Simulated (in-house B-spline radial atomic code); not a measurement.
## Ionising the nitrogen ion N⁵⁺ with different functionals

Computed with a radial B-spline atomic code at the basis-set limit: non-relativistic Hamiltonian, point nucleus, spin-polarised at highest spin, spherical fractional occupations for the functionals, the average over the highest-spin determinants for Hartree-Fock. The ionisation energy is the difference of two self-consistent energies, 1s2 → 1s1, without Breit or QED terms; ε is the level of the shell that loses the electron (its least bound occupied spin orbital).

```csv
method,rung,ΔSCF (eV),-ε(1s) (eV)
Hartree-Fock,Hartree-Fock,550.65,552.17
HF fractional,Hartree-Fock,550.65,552.17
LDA VWN5,LDA,546.92,507.38
LDA PW92,LDA,546.90,507.37
LDA exchange-only,LDA,543.19,504.73
PBE,GGA,550.90,511.05
PBEsol,GGA,548.88,509.17
BLYP,GGA,551.79,511.77
RPBE,GGA,551.81,511.53
PW91,GGA,551.30,511.52
BP86,GGA,552.19,511.61
AM05,GGA,548.13,507.92
OLYP,GGA,551.87,511.73
TPSS,meta-GGA,552.08,514.21
SCAN,meta-GGA,551.95,515.61
r2SCAN,meta-GGA,551.95,515.61
M06-L,meta-GGA,552.81,516.04
revTPSS,meta-GGA,552.12,514.81
PBE0,global hybrid,551.11,521.54
B3LYP,global hybrid,551.81,519.99
TPSSh,global hybrid,552.06,518.09
M06-2X,global hybrid,552.28,531.43
BHandHLYP,global hybrid,551.90,532.56
r2SCAN0,global hybrid,551.92,524.90
B97-1,global hybrid,552.07,520.32
HSE06,range-separated hybrid,551.18,521.15
wB97X,range-separated hybrid,553.23,522.17
CAM-B3LYP,range-separated hybrid,551.58,521.85
LC-wPBE,range-separated hybrid,551.02,517.21
```

Question: Among the functionals, which spreads more, the ΔSCF values or the orbital energies?

Answer: The orbital energies: ΔSCF values span about 10.05 eV and the orbital energies 27.83 eV.

Question: How do they compare with the NIST value?

Answer: NIST lists 552.067 eV (tabulated theory, ground level to ground level). Errors run from -8.88 to +1.17 eV; B97-1 is closest (-0.00 eV), but part of that can be cancellation, since the calculations leave out relativity, Breit-QED terms. Hartree-Fock also lacks correlation.
